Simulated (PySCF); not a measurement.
From results back to the method.

Species: C3H10BN.
SMILES: `BNCCC`

The closed-shell ground state was solved 6 times with PySCF (density fitting, gas phase), always with PBE0, in these basis sets: 6-311+G(2d,p), 6-31G*, STO-3G, def2-SVP, def2-TZVP and pcSseg-1. The structure is a single PBE0-D3(BJ)/def2-SVP conformer in the gas phase; no vibrational or solvent corrections.

```csv
row,total energy (Eh),HOMO (eV),LUMO (eV),dipole (D)
P,-199.6943,-7.82,0.36,2.22
Q,-199.7131,-7.56,0.88,2.23
R,-199.7761,-7.80,0.04,2.15
S,-199.7901,-7.79,0.23,2.17
T,-197.3098,-5.80,4.17,2.33
U,-199.5768,-7.75,0.52,2.28
```

Q: Which basis belongs to which row?

A: P = pcSseg-1, Q = 6-31G*, R = 6-311+G(2d,p), S = def2-TZVP, T = STO-3G, U = def2-SVP. From the lowest total energy up: def2-TZVP (215 functions) 0 eV; 6-311+G(2d,p) (195 functions) +0.38 eV; 6-31G* (90 functions) +2.09 eV; pcSseg-1 (135 functions) +2.61 eV; def2-SVP (120 functions) +5.80 eV; STO-3G (35 functions) +67.49 eV.

The values belong to the conformer `[BH2:1][NH:2][CH2:3][CH2:4][CH3:5]`: B1–N2–C3–C4 -115°, N2–C3–C4–C5 180°.
